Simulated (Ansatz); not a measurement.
The same ligand exchange along the group Sc, Y.

Computed with Ansatz on PBE0-D4/def2-TZVP structures; ΔE is electronic, products minus reactants. CCSD(T)/CBS adds triple-zeta CCSD(T) − MP2 to the extrapolated MP2 energy (def2 sets, frozen cores). This one scheme is used for every species. Functionals use def2-TZVPP. Elements past krypton have def2 core potentials. For Sc, Y outer-core shells are correlated without core-valence functions, which leaves a few kJ/mol of doubt a bond. Scalar relativity is left out up to krypton. Each species was taken in one conformer, which may not be the lowest.

| reaction | r2SCAN-D4 (kcal/mol) | RPA@PBE/def2-TZVPP (kcal/mol) | CCSD(T)/CBS(def2) (kcal/mol) |
| --- | --- | --- | --- |
| `[NH2][Sc]([OH])[OH]` + HCl → `[OH][Sc]([OH])[Cl]` + NH₃ | -30.2 | -27.3 | -29.1 |
| `[NH2][Y]([OH])[OH]` + HCl → `[OH][Y]([OH])[Cl]` + NH₃ | -34.9 | -31.6 | -34.2 |

Largest T1 diagnostic: 0.016, for `[NH2][Sc]([OH])[OH]`.
